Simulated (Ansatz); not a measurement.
The N2–H5 bond of aminoborane (SMILES BN) is stretched (multiplicity 1, the rest rigid).
Geometry at rest (charge 0, multiplicity 1):
```xyz
6

B     -0.77598     0.04477    -0.00303
N      0.60928    -0.03515     0.00238
H     -1.41382    -0.96287    -0.03106
H     -1.29389     1.11910     0.02047
H      1.20971     0.77280     0.02532
H      1.11297    -0.90681    -0.01625
```

Correlated levels freeze the cores.

Codes used: Ansatz (a program for electronic structure). Values without a source in brackets are computed.

Energies above the point at 1.007 Å (the B3LYP-D3(BJ) bond length), FIC-MRCISD+Q on CASSCF(2,2)/cc-pVTZ (kcal/mol): 6.47 at 0.906 Å; 4.63 at 1.108 Å; 128.37 at 3.222 Å.

Problem. Take the last value as the depth D of a Morse curve D(1 − e^(−a(R − R₀)))², fit a and R₀ to the two near points, and test it at 1.359 and 1.762 Å.

Solution. 
With D = 128.4, both near points (counted from the curve's value at 1.007 Å) are met by a = 2.05 Å⁻¹ and R₀ = 1.005 Å, so k = 2Da² = 1081 kcal/(mol Å²). The curve then gives 34.3 and 79.8 kcal/mol; the level itself gives 34.6 and 83.7, so Morse is off by -0.3 and -3.9.
